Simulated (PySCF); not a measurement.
C₃H₉BO₂, SMILES CB(COC)O.

The structure is a stationary point at r2SCAN-D4/def2-SVP. The structure was generated by enumeration, and PubChem lists no compound with its InChIKey, so it may never have been made. One conformer was computed; it need not be the lowest.

Two levels are set side by side: TDA-PBE/def2-SVPD (PySCF) and TDA-ωB97X/def2-SVPD (PySCF). Vertical, same geometry. The lowest singlet is HOMO→LUMO 77 %, HOMO→LUMO+1 23 % with PBE and HOMO→LUMO 51 %, HOMO→LUMO+2 32 % with the other functional; states are paired by order. Differences are taken from unrounded values.

```csv
quantity,TDA-ωB97X
lowest singlet excitation (eV),7.28
lowest triplet excitation (TDA) (eV),6.90
```

Q: What does TDA-PBE give, and how far is it from TDA-ωB97X? (The exact figures need the calculation; the answer reports its results.)

A: 
| quantity | TDA-PBE | TDA-PBE minus TDA-ωB97X |
|---|---|---|
| lowest singlet excitation (eV) | 5.16 | -2.12 |
| lowest triplet excitation (TDA) (eV) | 5.10 | -1.81 |

A lower first singlet is the usual sign of a functional without exact exchange. Differences between two approximate levels are no errors against the true value.

Rough cost on one machine, each run with all the roots and properties that it gave: TDA-ωB97X against TDA-PBE about 4 times.
